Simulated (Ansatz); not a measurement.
`C[O][SnH2][F]` + `[OH]`• → `C[O][SnH][F]`• + H₂O at 298.15 K and 1 bar (hydrogen abstraction from the Sn–H bond).

Isolated molecules relaxed with PBE0-D4/def2-TZVP in Ansatz; ΔE leaves out vibrations. CCSD(T)/CBS is the MP2 limit (def2-TZVPP, def2-QZVPP) plus CCSD(T) − MP2 in def2-TZVPP, frozen cores. This one scheme is used for every species. Open shells (•) are unrestricted, without spin–orbit coupling. Elements past krypton have def2 core potentials. For Sn outer-core shells are correlated without core-valence functions, which leaves a few kJ/mol of doubt a bond. Each species was taken in one conformer, which may not be the lowest.

```csv
species,CCSD(T)/CBS energy (Eh),H − E (kJ/mol),S (J/(mol·K))
`C[O][SnH2][F]`,-430.07156,170.0,349.0
`[OH]`•,-75.67771,31.1,184.0
`C[O][SnH][F]`•,-429.44598,147.8,350.3
H₂O,-76.37941,66.4,188.7
```

H − E and S are ideal-gas, rigid-rotor, harmonic terms from PBE0-D4/def2-TZVP, for one conformer and one mirror image of each species, with the whole ground term of open shells counted as degenerate. 1 Eh = 2625.50 kJ/mol, R = 8.31446 J/(mol·K).

Task: By hand: ΔE, ΔH, ΔS and ΔG.

Result: ΔE = (-429.44598) + (-76.37941) − (-430.07156) − (-75.67771) = -0.07612 Eh = -199.9 kJ/mol. Δ(H − E) = 147.8 + 66.4 − 170.0 − 31.1 = 13.1, so ΔH = -186.8 kJ/mol. ΔS = 350.3 + 188.7 − 349.0 − 184.0 = 6.0 J/(mol·K). ΔG = -186.8 − 298.15 × (6.0)/1000 = -188.6 kJ/mol.

Task: By hand: the equilibrium constant, and the temperature at which ΔG would vanish if ΔH and ΔS stayed fixed.

Result: log₁₀ K = −ΔG/(RT ln 10) = 33.0. ΔH and −TΔS have one sign here, so there is no such temperature.

The number of gas molecules stays the same, so ΔS is small and ΔH decides. A doubt of 5 kJ/mol in ΔE shifts log₁₀ K by 0.9 here. Other conformers and mirror images would add mixing entropy, several J/(mol·K) or more a flexible species. These are equilibria of isolated gas molecules and say nothing of rates. Largest T1 diagnostic: 0.019 (customary marks: 0.02 for closed shells, 0.045 for open ones).

ΔS is within the doubt of such terms, so its sign, and with it that verdict, could turn.
